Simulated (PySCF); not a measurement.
**Correlation energy of Br (bromine, neutral)**

[Ar] 3d10 4s2 4p4 5s1, high-spin 4P determinant (an excited configuration). Calculation: PySCF 2.14, in aug-cc-pVTZ-PP with one added diffuse shell each of s, d, f type with ECP10MDF (7s5p5d3f, 68 functions); a scalar-relativistic core potential. Frozen: 3s2 3p6 3d10; 7 electrons correlated.

```csv
level,correlation energy (mhartree)
CCSD,-136.11
(T),-4.39
CCSD(T),-140.50
```

Diagnostics: T1 = 0.022, D1 = 0.0776, largest double amplitude 0.031.

The outer electron is Rydberg-like, and this basis confines it to a smaller radius and binds it less than a complete one would.

Cost of the coupled-cluster step: about 3 core-seconds, for 7 correlated electrons.

Iterations:

```
CC2 = 0
CCSD nocc = (np.int64(5), np.int64(2)), nmo = (59, 59)
frozen orbitals [[0, 1, 2, 3, 4, 5, 6, 7, 8], [0, 1, 2, 3, 4, 5, 6, 7, 8]]
max_cycle = 100
direct = 0
conv_tol = 1e-08
conv_tol_normt = 1e-06
diis_space = 8
diis_start_cycle = 0
Init t2, MP2 energy = -0.116334759143505
Init E_corr(UCCSD) = -0.116334759144379
cycle = 1  E_corr(UCCSD) = -0.131066817204889  dE = -0.0147320581  norm(t1,t2) = 0.052395
cycle = 2  E_corr(UCCSD) = -0.134413961026738  dE = -0.00334714382  norm(t1,t2) = 0.0226996
cycle = 3  E_corr(UCCSD) = -0.136411850439011  dE = -0.00199788941  norm(t1,t2) = 0.0122831
cycle = 4  E_corr(UCCSD) = -0.136083911041923  dE = 0.000327939397  norm(t1,t2) = 0.0025587
cycle = 5  E_corr(UCCSD) = -0.136093008045353  dE = -9.09700343e-06  norm(t1,t2) = 0.00113287
cycle = 6  E_corr(UCCSD) = -0.136104387004199  dE = -1.13789588e-05  norm(t1,t2) = 0.000492561
cycle = 7  E_corr(UCCSD) = -0.136107276579197  dE = -2.889575e-06  norm(t1,t2) = 0.000166588
cycle = 8  E_corr(UCCSD) = -0.136108491357556  dE = -1.21477836e-06  norm(t1,t2) = 2.96135e-05
cycle = 9  E_corr(UCCSD) = -0.136108464804543  dE = 2.65530126e-08  norm(t1,t2) = 1.15231e-05
cycle = 10  E_corr(UCCSD) = -0.136108514111824  dE = -4.93072807e-08  norm(t1,t2) = 4.26497e-06
cycle = 11  E_corr(UCCSD) = -0.13610847381436  dE = 4.02974638e-08  norm(t1,t2) = 1.38922e-06
cycle = 12  E_corr(UCCSD) = -0.136108466826765  dE = 6.987595e-09  norm(t1,t2) = 3.11301e-07
UCCSD converged
E(UCCSD) = -415.366569099055  E_corr = -0.1361084668267649
UCCSD(T) correction = -0.0043858055383901
```
